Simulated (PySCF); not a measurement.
**Structure elucidation problem**

Molecular formula: C6H11N. Simulated spectra:

1H NMR (400 MHz, computed): δ 2.22 (m, 1H), 2.18 (m, 1H), 2.06 (m, 1H), 1.99 (m, 1H), 1.97 (m, 1H), 1.92 (m, 1H), 1.60 (m, 1H), 1.42 (m, 1H), 1.29 (m, 1H), 1.22 (m, 1H), -0.65 (br s, 1H).

13C{1H} NMR (computed): δ 42.6 (CH), 38.0 (CH), 26.9 (CH2), 25.5 (CH2), 24.1 (CH2), 17.3 (CH2).

Level of theory: geometry from GFN2-xTB, PBE0/pcSseg-1 with gauge-including orbitals, in PySCF 2.14 (no solvent, non-relativistic Hamiltonian, one computed conformer).

Scale: TMS for 1H and 13C (reference shieldings calculated alike).

**Question.** Propose a structure and justify it.

**Answer.** 
Rings plus π bonds: 2 (2 rings in the answer). 6 carbon signals for 6 carbons: no two carbons are equivalent. Carbon types of the structure: 2 × CH, 4 × CH2, leaving 1 H on heteroatoms. δC 42.6: sp3 CH in a ring; aliphatic region, no heteroatom directly attached. δC 38.0, 24.1: aziridine ring carbon. δC 26.9, 25.5, 17.3: sp3 CH2 in a ring; aliphatic region, no heteroatom directly attached. δH 2.22, 2.18, 2.06, 1.99, 1.97, 1.92: hydrogen on an sp3 CH2 in a ring. δH 1.60, 1.42, 1.22: hydrogen on an aziridine ring carbon. δH 1.29: hydrogen on an sp3 CH in a ring. δH -0.65: hydrogen on an amine nitrogen; labile proton, position sensitive to the medium.

The compound is SMILES C1CC([C@@H]2CN2)C1.

The shifts were computed for this structure. Such data don't tell enantiomers apart.

OH/NH shifts are gas-phase values; hydrogen bonding in solution moves them, usually downfield. Shifts are as computed. Against solution values, carbons near 30 ppm lie about +3 ppm off and those near 130 ppm about +5 ppm (rms about the fit 2.1 ppm; single classes can miss by 10 ppm). Of 1328 compounds with measured shifts, 309 miss one by over three times the rms of a fit or turn the order of signals round; such compounds aren't used in these exercises. Signals without a measured value on file couldn't be tested in this way; 1H shifts scatter by 0.2 ppm about their fit, and single ones miss by 0.5 ppm. No couplings were computed; multiplicities are counted from neighbouring protons, with m where these are inequivalent, close in shift, in a saturated or five-membered ring or joined by F or P, and br s for small geminal =CH2 splittings.
